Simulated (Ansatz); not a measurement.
`[CH2]1[CH2][AlH]1` and `BN[CH]1[CH2][AlH]1` differ in one atom or group.

Ansatz, PBE0-D4/def2-TZVP geometries, multiplicity 1. Each molecule was computed in one conformer, which needn't be the lowest.

```tsv
property	`[CH2]1[CH2][AlH]1`
LUMO energy (PBE0/def2-TZVPP) / eV	-1.26
HOMO–LUMO gap (PBE/def2-TZVPP) / eV	2.72
zero-point energy (PBE0-D4/def2-TZVP) / kJ/mol	151.0
HOMO–LUMO gap (PBE0/def2-TZVPP) / eV	4.57
LUMO energy (B3LYP/def2-TZVPP) / eV	-1.49
LUMO energy (PBE/def2-TZVPP) / eV	-2.03
```

Give the same properties after the change, and the shifts. (An estimate is asked.)

Computed: 
```csv
property,`BN[CH]1[CH2][AlH]1`,shift
LUMO energy (PBE0/def2-TZVPP) / eV,-0.85,0.41
HOMO–LUMO gap (PBE/def2-TZVPP) / eV,2.97,0.25
zero-point energy (PBE0-D4/def2-TZVP) / kJ/mol,231.9,80.9
HOMO–LUMO gap (PBE0/def2-TZVPP) / eV,4.88,0.31
LUMO energy (B3LYP/def2-TZVPP) / eV,-1.04,0.45
LUMO energy (PBE/def2-TZVPP) / eV,-1.71,0.32
```

With PBE0 the HOMO rises by 0.10 eV and the LUMO rises by 0.41 eV, so the gap widens by about 0.31 eV. PBE moves the HOMO by 0.07 eV and ωB97M-V by 0.09 eV. The zero-point energy changes by 80.9 kJ/mol with +12 modes.

B3LYP here is the variant with VWN-RPA as its local correlation; programs differ in this.
